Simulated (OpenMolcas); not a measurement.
# neutral silicon: effect of the active space

| Quantity | Value |
| --- | --- |
| Program | OpenMolcas 26.06 |
| Method | CASSCF |
| Basis | ANO-L-VDZP |
| Scalar Hamiltonian | non-relativistic, point nucleus |
| Spin-orbit coupling | state interaction with AMFI integrals over the reference wave functions, term energies averaged over their components |

A. 2 electrons in 3 orbitals (3p); 2S+1 = 3 even, 3 roots; 2S+1 = 1 even, 6 roots kept (CI in the orbitals of an earlier block); cost roughly 2 core-seconds
B. 4 electrons in 4 orbitals (3s 3p); 2S+1 = 3 even, 3 roots; 2S+1 = 1 even, 6 roots; 2S+1 = 5 odd, 1 root; cost of the order of 8 core-seconds

Energies in eV above 3s2 3p2 3P0, the measured ground level; measured values from NIST Handbook of Basic Atomic Spectroscopic Data.

| Level | A | B | Measured |
| --- | --- | --- | --- |
| 3s2 3p2 3P0 | 0.0000 | 0.0000 | 0.0000 |
| 3s2 3p2 3P1 | 0.0085 | 0.0085 | 0.0096 |
| 3s2 3p2 3P2 | 0.0249 | 0.0247 | 0.0277 |
| 3s2 3p2 1D2 | 1.0862 | 1.0854 | 0.7810 |
| 3s2 3p2 1S0 | 2.6903 | 1.9044 | 1.9087 |

Deviations, from unrounded energies. A percentage is the sum of absolute deviations over the sum of measured energies, with the sign that they share, or ± where signs differ.

```csv
Against measurement,Levels,A,B
mean absolute deviation (cm-1),4,2200,630
fine structure of the ground term (%),2,-10.3,-10.8
other terms of the ground configuration (%),2,+40.4,±11.5
```

B lies closest to measurement on these levels. The largest miss of B in the table is 3s2 3p2 1D2, by +2500 cm-1. The ranking rests on the paired levels alone, and a cruder setting can come out closer through cancelling errors.

Between A and B the level of the table that moves most is 3s2 3p2 1S0, by 6300 cm-1 (lowest in B, highest in A).

Without dynamic correlation excited terms often stand tens of per cent too high (terms of higher spin than the ground term too low), and those without a measured partner can miss by more than the paired ones. Terms from blocks run as CI alone lack orbitals of their own (holds for A). With the s shell closed, the reference lacks s² → p² mixing (holds for A). Computed and measured levels are paired by configuration, term and J; levels that our copy of the source lacks, or whose pairing is in doubt (as where it misses far off the trend of its configuration), stay unpaired and out of the deviations. Levels of configurations outside the active space are missing. Levels that lie high or do not pair safely by name in every column are left out.
